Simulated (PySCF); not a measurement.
C5H4F2, SMILES C=CC#CC(F)F.

The structure is a stationary point at PBE0-D3(BJ)/def2-SVP. The structure was generated by enumeration, and PubChem lists no compound with its InChIKey, so it may never have been made.

Vertical ionisation energy (IE) and electron affinity (EA) in eV. Rows of orbital energies are one-electron estimates. Where ΔSCF, EOM or ADC give a negative EA the extra electron is unbound and the value depends on the basis.

```csv
level,IE,EA
"−ε(HOMO), −ε(LUMO), PBE0/def2-TZVP (PySCF)",?,?
"−ε(HOMO), −ε(LUMO), PBE/def2-TZVP (PySCF)",6.52,2.46
```

**Question.** Complete the blanks. (Estimate from the structure and the level; the computed values follow.)

**Answer.** 
- −ε(HOMO), −ε(LUMO), PBE0/def2-TZVP (PySCF), IE: 7.59
- −ε(HOMO), −ε(LUMO), PBE0/def2-TZVP (PySCF), EA: 1.54
